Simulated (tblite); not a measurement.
Isomers of C2H11FO2Si3. Method: GFN2-xTB as coded in tblite; computed harmonic values from a numerical Hessian at the method's own geometry, unscaled. Against measured fundamentals such values can be off by several per cent, at times by over 20. Modes of hydrogen on silicon can be 10 to 20 % off. One conformer each.

Electronic energies: GFN2-xTB at the same geometries; isomer energies are rough at this level and their order can be wrong.

| SMILES | electronic energy, lowest = 0 (kJ/mol) |
| --- | --- |
| C[Si@@H](O)[Si@@](C)(F)O[SiH3] | 42.0 |
| CCO[Si@H](O)[SiH2][SiH2]F | 204.1 |
| O[SiH2][C@H](O[SiH3])[SiH2]CF | 366.2 |
| CO[Si](F)(OC)[SiH2][SiH3] | 258.1 |
| C[C@H](F)[SiH2]O[SiH2]O[SiH3] | 0.0 |
| C[Si@@H](O)[Si@](C)(F)O[SiH3] | 44.9 |
| CO[SiH2][Si@H](F)OC[SiH3] | 189.4 |

**Question.** How do GFN2-xTB zero-point energies change the relative energies?

**Answer.** 
```tsv
SMILES	ZPE (kJ/mol)	of it from modes above 1550 cm⁻¹	electronic (kJ/mol)	with ZPE, lowest = 0 (kJ/mol)	lowest mode (cm⁻¹)	rings
C[C@H](F)[SiH2]O[SiH2]O[SiH3]	322.9	167.5	0.0	0.0	9	0
C[Si@@H](O)[Si@@](C)(F)O[SiH3]	333.2	184.0	42.0	52.2	7	0
C[Si@@H](O)[Si@](C)(F)O[SiH3]	332.8	184.7	44.9	54.8	5i	0
CO[SiH2][Si@H](F)OC[SiH3]	326.3	167.9	189.4	192.8	21	0
CCO[Si@H](O)[SiH2][SiH2]F	333.8	177.1	204.1	215.1	16	0
CO[Si](F)(OC)[SiH2][SiH3]	330.6	172.2	258.1	265.9	10	0
O[SiH2][C@H](O[SiH3])[SiH2]CF	315.9	169.4	366.2	359.3	5	0
```

The zero-point energies span 17.9 kJ/mol, from `O[SiH2][C@H](O[SiH3])[SiH2]CF` to `CCO[Si@H](O)[SiH2][SiH2]F`. Slightly imaginary modes are left out of the zero-point energy: `C[Si@@H](O)[Si@](C)(F)O[SiH3]` 5.1i cm⁻¹. The order is unchanged.
